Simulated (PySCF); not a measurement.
Gas-phase reaction: HfCl2(OH)2 + 2 HO2 ⇌ HfO2 + 4 OH + Cl2

Method: PySCF energies plus ideal-gas RRHO corrections (1 bar). † marks an energy on the PBE0/def2-TZVP geometry and frequencies. CCSD(T) freezes the core. Open shells (unrestricted): HO2 (multiplicity 2), OH (multiplicity 2); the rest are closed-shell singlets. Spin-orbit splitting is ignored; it lowers the true energy and changes the entropy of OH. Hf: scalar-relativistic def2 core potential, no spin-orbit coupling. HfCl2(OH)2: computed as isolated molecules; such fragments, hydroxides, amides, oligomers or adducts are transient or little studied in the gas. CCSD(T) isn't extrapolated to the basis-set limit. Warning, large T1 diagnostic: HfO2 (CCSD(T)/def2-TZVPP†).

PBE0/def2-SVP† gives ΔH°(298 K) = 1170 kJ.

Question: What do CCSD(T)/def2-TZVPP†, r2SCAN/def2-TZVP†, M06-2X/def2-TZVP† give?

Answer: CCSD(T)/def2-TZVPP†: 1070 kJ; r2SCAN/def2-TZVP†: 1088 kJ; M06-2X/def2-TZVP†: 1117 kJ. For scale, ΔH°(298 K) is 1170 kJ at this level, 1121 kJ at ωB97M-V/def2-TZVP†, and runs from 894 to 1323 kJ over the 17 levels computed.
